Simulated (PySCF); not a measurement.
# Telling isomers of C6H4FN3 apart by NMR

- shieldings: GIAO PBE0/pcSseg-1
- GFN2-xTB geometry
- code: PySCF 2.14.0 with density-fitted response routines
- no solvent, one averaged value for each set of equivalent atoms, relativity neglected, a single conformation

References, each an isolated molecule treated in the same way: 1H (31.72 ppm), 13C (186.93 ppm) vs TMS. Splittings of carbon signals by F and P are missing where no couplings were computed. Where no couplings were computed, multiplicities follow the n + 1 count of equivalent neighbours, and m marks all less simple cases (inequivalent or close neighbours, rings, F or P nearby). Shifts are as computed. Against solution values, carbons near 30 ppm lie about +3 ppm off and those near 130 ppm about +5 ppm. Of 1211 compounds with measured shifts, 218 miss one by over three times the rms of a fit or turn the order of signals round; such compounds aren't used in these exercises. OH and NH positions are gas-phase values without hydrogen bonding to other molecules.

(1) Tabulate the signals of `Fc1nnn2ccccc12`, `Fc1ccc2n[nH]nc2c1`, `Fc1cccc2cnnn12`, `Fc1ccc2cnnn2c1`, `Fc1cccc2nn[nH]c12` and their relative energies.

(2) What is the quickest way to tell Fc1nnn2ccccc12 from Fc1cccc2nn[nH]c12?

(3) What is the quickest way to tell Fc1ccc2cnnn2c1 from Fc1cccc2nn[nH]c12?

(4) What is the quickest way to tell Fc1ccc2n[nH]nc2c1 from Fc1cccc2cnnn12?

Answers

(1) 
```tsv
SMILES	carbon types	δC	δH	E rel. (kcal/mol)
Fc1nnn2ccccc12	2×C 4×CH	162.6, 129.7, 127.9, 125.8, 123.6, 120.5	8.81 (d, 1H), 8.01 (m, 1H), 7.41 (m, 1H), 7.18 (m, 1H)	13.4
Fc1ccc2n[nH]nc2c1	3×C 3×CH	171.2, 148.8, 145.5, 126.8, 123.4, 109.3	11.84 (br s, 1H), 8.38 (m, 1H), 7.98 (m, 1H), 7.65 (m, 1H)	0.0
Fc1cccc2cnnn12	2×C 4×CH	159.0, 144.6, 130.6, 129.4, 119.0, 101.0	8.31 (m, 1H), 7.84 (d, 1H), 7.45 (m, 1H), 6.84 (m, 1H)	14.3
Fc1ccc2cnnn2c1	2×C 4×CH	164.0, 139.0, 129.9, 124.1, 121.6, 117.3	8.95 (m, 1H), 8.26 (m, 1H), 8.00 (m, 1H), 7.37 (m, 1H)	13.2
Fc1cccc2nn[nH]c12	3×C 3×CH	156.6, 153.2, 129.0, 128.9, 122.1, 117.7	11.40 (br s, 1H), 8.35 (d, 1H), 7.71 (m, 1H), 7.57 (m, 1H)	2.5
```

Energies are electronic energies at PBE0/pcSseg-1 on these geometries, without zero-point or thermal terms, each for the one conformer computed, which needn't be the lowest.

(2) Both give the same number of carbon signals, but DEPT or the intensities differ. The first has an aromatic carbon bearing fluorine (C) at 162.6 ppm, the second a ring-fusion aromatic carbon (C) at 153.2 ppm. Their most deshielded carbons lie at 162.6 and 156.6 ppm. In the proton spectra the most deshielded non-exchanging signals are 8.81 (d, 1H) and 8.35 (d, 1H).

(3) Both give the same number of carbon signals, but DEPT or the intensities differ. The first has a ring-fusion aromatic carbon (C) at 139.0 ppm, the second a ring-fusion aromatic carbon (C) at 153.2 ppm. Their most deshielded carbons lie at 164.0 and 156.6 ppm. In the proton spectra the most deshielded non-exchanging signals are 8.95 (m, 1H) and 8.35 (d, 1H).

(4) Both give the same number of carbon signals, but DEPT or the intensities differ. The first has an aromatic carbon bearing fluorine (C) at 171.2 ppm, the second an aromatic carbon bearing fluorine (C) at 159.0 ppm.
